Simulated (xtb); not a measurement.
GeH2F2, SMILES [F][GeH2][F]. All values are semi-empirical tight-binding results from xtb (GFN2-xTB unless named), good for trends rather than for accurate numbers. Geometry: GFN2-xTB.

Optimised geometry:

```xyz
5

Ge     0.0000     0.0000    -0.3487
F      1.3369     0.0000     0.7342
F     -1.3369     0.0000     0.7342
H      0.0000    -1.3261    -1.0284
H      0.0000     1.3261    -1.0284
```
Charge 0, spin multiplicity 1.

For metal compounds this method's bond lengths and energies can be far off.

### Question
Estimate the properties. (An estimate is asked for; the answer gives what the named calculation found.)

### Answer

```
Property                                       Value
-------------------------------------  -------------
point group as xtb finds it                      C2v
orbital gap                                  7.74 eV
zero-point energy                      10.8 kcal/mol
G − E(el) at 298.15 K (modified RRHO)  -6.0 kcal/mol
```

### Question
Give the atomic charges and the Wiberg bond orders between heavy atoms. (An estimate is asked for; the answer gives what the named calculation found.)

### Answer
charges (e) Ge1 0.34, F2 -0.24, F3 -0.24, H4 0.07, H5 0.07. Bond orders Ge1–F2 1.14, Ge1–F3 1.14.
